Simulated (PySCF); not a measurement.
C₂H₄BFO₂.

```xyz
10

C     -0.8225     1.8283     0.0000
C      0.2354     0.7581     0.0000
O      1.4315     1.0155     0.0000
B     -0.1415    -0.8158     0.0000
O      0.8739    -1.6854     0.0000
F     -1.4000    -1.2384     0.0000
H     -1.4753     1.7055     0.8814
H     -1.4753     1.7055    -0.8814
H     -0.3676     2.8283     0.0000
H      1.7048    -1.1743     0.0000
```
Charge 0, spin multiplicity 1.

Geometry optimised at B3LYP-D3(BJ)/def2-SVP. The structure was generated by enumeration, and PubChem lists no compound with its InChIKey, so it may never have been made. The values are those of a single conformer.

These are PBE0/pcSseg-1 in PySCF values and carry that method's errors. Non-relativistic, no solvent.

Computed absolute GIAO shielding of each atom: isotropic value and principal components (ppm):
```json
[
 {"atom": "C1", "σ(iso)": "148.4", "σ11": "114.8", "σ22": "143.1", "σ33": "187.3", "span": "72.6"},
 {"atom": "C2", "σ(iso)": "-51.1", "σ11": "-142.4", "σ22": "-118.3", "σ33": "107.6", "span": "250.0"},
 {"atom": "O3", "σ(iso)": "-483.9", "σ11": "-1275.7", "σ22": "-529.0", "σ33": "353.1", "span": "1628.8"},
 {"atom": "B4", "σ(iso)": "84.3", "σ11": "55.8", "σ22": "85.2", "σ33": "112.1", "span": "56.3"},
 {"atom": "O5", "σ(iso)": "195.1", "σ11": "31.5", "σ22": "233.2", "σ33": "320.5", "span": "289.0"},
 {"atom": "F6", "σ(iso)": "298.7", "σ11": "136.1", "σ22": "338.1", "σ33": "422.0", "span": "285.9"},
 {"atom": "H7", "σ(iso)": "28.6", "σ11": "25.8", "σ22": "28.5", "σ33": "31.6", "span": "5.8"},
 {"atom": "H8", "σ(iso)": "28.6", "σ11": "25.8", "σ22": "28.5", "σ33": "31.6", "span": "5.8"},
 {"atom": "H9", "σ(iso)": "29.0", "σ11": "26.2", "σ22": "27.4", "σ33": "33.4", "span": "7.3"},
 {"atom": "H10", "σ(iso)": "24.7", "σ11": "17.4", "σ22": "23.2", "σ33": "33.5", "span": "16.1"}
]
```
